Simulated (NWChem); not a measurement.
Species: CdH$_{2}$SeO; SMILES [OH][Cd][SeH]

```xyz
5

Cd    -0.0030     0.7326    -0.0023
O     -0.0282     2.7020    -0.0678
H     -0.0200     3.0871     0.8161
Se    -0.0309    -1.7087    -0.0044
H      1.4409    -1.7699    -0.0124
```
Atoms are numbered in this order, from 1.

Results from NWChem. The geometry was optimised at PBE0/def2-SVP. def2 effective core potentials on Cd; no spin-orbit coupling. Ions are spin-unrestricted doublets at the neutral geometry; other ion states weren't tried.

| level | vertical ionisation energy, ΔSCF (eV) | −ε(HOMO) (eV) | ΔSCF minus −ε(HOMO) (eV) |
|---|---|---|---|
| B3LYP/def2-SVP | 9.19 | 6.62 | 2.57 |
| PBE/def2-SVP | 8.89 | 5.73 | 3.16 |
| PBE0/def2-SVP | … | … | … |
| CAM-B3LYP/def2-SVP | 9.23 | 8.12 | 1.11 |
| BHandHLYP/def2-SVP | 9.11 | 7.85 | 1.26 |

Problem. Some entries are withheld; supply them.

Solution. 
- PBE0/def2-SVP, vertical ionisation energy, ΔSCF (eV): 9.20
- PBE0/def2-SVP, −ε(HOMO) (eV): 6.89
- PBE0/def2-SVP, ΔSCF minus −ε(HOMO) (eV): 2.31
